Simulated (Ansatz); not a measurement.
O$_{4}$Ru, charge -1, doublet, at a GFN2-xTB geometry of the parent state (such geometries of metal compounds can be far from the true shape) (a state made from the parent by changing its charge; the spin is typed, not shown lowest) (core potentials on Ru) (a gas-phase anion, which may not be bound at this level); R2SCAN/def2-SV(P) (Ansatz, a quantum-chemistry and plane-wave program).

The Ansatz input:
Ansatz 0.2 input:
```yaml
crystal:
  periodic: [false, false, false]
  atoms:
    - {symbol: Ru, position_ang: [-0.00000000, 0.00000000, -0.00000000]}
    - {symbol: O, position_ang: [1.11719637, 0.66144806, -0.94159510]}
    - {symbol: O, position_ang: [0.71248096, -0.83185432, 1.17159373]}
    - {symbol: O, position_ang: [-0.91933211, -0.98382505, -0.87129751]}
    - {symbol: O, position_ang: [-0.91034522, 1.15423131, 0.64129888]}
basis:
  gaussian:
    orbitals: def2-SV_P_.json
hamiltonian:
  xc: r2scan
total_charge: -1
magnetization: {spin_polarized: true, initial_magnetization: 1}
```
The basis file holds def2-SV(P) in the JSON format of the Basis Set Exchange.

The log (banner, timings and long lists left out):

```
Functional definition: r2SCAN
843 factors; their error is unknown
mean field evaluation 1: about -10739.2347 eV, gradient 7.5e1 eV
mean field evaluation 2: about -10618.3400 eV, gradient 1.8e2 eV
mean field evaluation 4: about -10759.0086 eV, gradient 9.2e0 eV
mean field evaluation 8: about -10759.3199 eV, gradient 5.5e-2 eV
mean field evaluation 16: about -10759.3199 eV, gradient 6.6e-4 eV
mean field evaluation 32: about -10759.3247 eV, gradient 2.5e-6 eV
mean field evaluation 64: about -10759.2361 eV, gradient 3.6e0 eV
mean field -10759.32468678 eV, -395.3978893071 hartree, gradient 9.6e-6 eV, S^2 0.753320; 6 other end points of the search recorded, 0 dependent functions left out
reference -10759.32471917 eV, -395.3978904974 hartree; 25, 24 occupied and 55, 56 virtual orbitals, 843 factors
Total energy: -10759.32471917 eV, -395.3978904974 hartree
```
